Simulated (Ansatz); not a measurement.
Z-matrix (Å, degrees):
```
Si
O 1 2.144
N 1 1.843 2 71.0
H 1 1.477 2 84.0 3 119.4
H 1 1.510 2 167.7 3 -1.7
H 1 1.482 2 84.5 3 -119.6
B 2 1.514 1 92.7 3 5.0
H 2 0.959 1 115.0 3 121.5
H 3 1.016 1 111.2 2 115.5
H 3 1.015 1 111.3 2 -126.1
C 7 1.605 2 112.4 1 108.0
C 7 1.601 2 111.5 1 -118.5
H 11 1.099 7 113.3 2 -52.7
H 11 1.095 7 110.9 2 67.5
H 11 1.095 7 112.1 2 -174.1
H 12 1.094 7 110.8 2 -69.8
H 12 1.097 7 112.4 2 49.1
H 12 1.096 7 112.5 2 170.8
```

The species carries charge 0 and has multiplicity 1.

Task: List the PBE0/def2-TZVPP orbital energies in eV (Ansatz). (Best estimate.)

Result: Computed: Occupied: -1803.10, -522.48, -392.52, -276.93, -276.67, -184.10, -145.29, -100.00, -99.93, -99.93, -28.10, -25.49, -19.29, -18.52, -16.08, -15.04, -14.85, -12.70, -12.06, -11.70, -11.05, -10.50, -10.28, -10.12, -10.00, -9.31, -8.57, -8.07, -7.62. Lowest empty: 0.00, 1.19, 1.49, 1.68, 1.70, 2.09, 2.40, 2.64.
